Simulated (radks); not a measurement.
Values are calculated unless marked as measured or tabulated.
Question: Hf22+, configuration [Kr] 4d8 4f4 5s2 (not the ground configuration). Level of theory: scalar-relativistic Kohn-Sham, LDA (Slater exchange, Perdew-Wang correlation), spin-unpolarised, spherical densities, finite nucleus; Fermi nuclear charge, rms radius 5.347 fm (a radial shooting solver on a logarithmic mesh with Libxc functionals). Some entries of the table are withheld. Estimate them.

orbital  occ.  eigenvalue (eV)  <1/r> (bohr^-1)
1s          2        -65890.99              (1)
2s          2        -11840.14            19.55
2p          6        -10486.18              (2)
3s          2        -3225.647              (3)
3p          6        -2820.797            6.725
3d         10        -2341.554            6.362
4s          2        -1145.963            3.223
4p          6        -1005.803            2.981
4d          8        -826.5789            2.737
4f          4        -629.7917            2.460
5s          2        -553.1485            1.644

Answer: 
(1) 1s <1/r> (bohr^-1): 83.71
(2) 2p <1/r> (bohr^-1): 17.84
(3) 3s <1/r> (bohr^-1): 7.246
